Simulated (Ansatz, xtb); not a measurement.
# Ranking isomers of C4H6OSSi

4 gas-phase structures of C4H6OSSi, from a drawn sample of its isomers (lower ones may exist). Each was relaxed with GFN2-xTB; where two conformers were screened, the lower at r2SCAN-D4/def2-SVP is listed:

A. `C[Si@@H]1C=CC(=S)O1`, a singlet
B. `O[SiH2]c1cccs1`, a singlet
C. `C#C[C@@H]1CO[SiH2]S1`, a singlet
D. `[SiH3]Oc1ccsc1`, a singlet

Question: Which do you expect lowest at r2SCAN-D4/def2-SVP, and how would the others follow?

Answer: Calculated order at r2SCAN-D4/def2-SVP: B (0.0), A (8.8), D (69.4), C (164.2) kJ/mol.

Energies above the lowest of each column, in kJ/mol; the last columns are at PBE0-D3(BJ)/def2-SVP geometries and were run for some of them only (a dash: not run or not comparable):

| structure | GFN2-xTB | HF/STO-3G | r2SCAN-D4/def2-SVP | PBE0-D3(BJ)/def2-SVP | CCSD(T)/def2-SVP + ΔMP2/def2-TZVPP |
| --- | --- | --- | --- | --- | --- |
| B | 39.8 | 32.0 | 0.0 | 0.0 | 0.0 |
| A | 93.9 | 0.0 | 8.8 | 15.5 | 39.3 |
| D | 0.0 | 41.1 | 69.4 | 70.9 | 93.4 |
| C | 87.1 | 100.8 | 164.2 | – | – |

CCSD(T)/def2-SVP + ΔMP2/def2-TZVPP puts B lowest of those it was run on; GFN2-xTB picks D, HF/STO-3G picks A. Flexible structures stand in one conformer each, not always the lowest. Frequencies (GFN2-xTB) were run for A, B, D alone. The ΔMP2 step shifts differences by up to 21.2 kJ/mol, which makes them less sure. ΔMP2 is the change of the MP2 energy from the smaller to the larger basis.

Over these structures GFN2-xTB departs from r2SCAN-D4/def2-SVP by 67.8 kJ/mol on average once a common shift is removed. A GFN2-xTB relaxation took about 0.12 s and the r2SCAN-D4/def2-SVP energy about 1.9 s on a shared host (Ansatz 0.2.0, xtb 6.7.1).
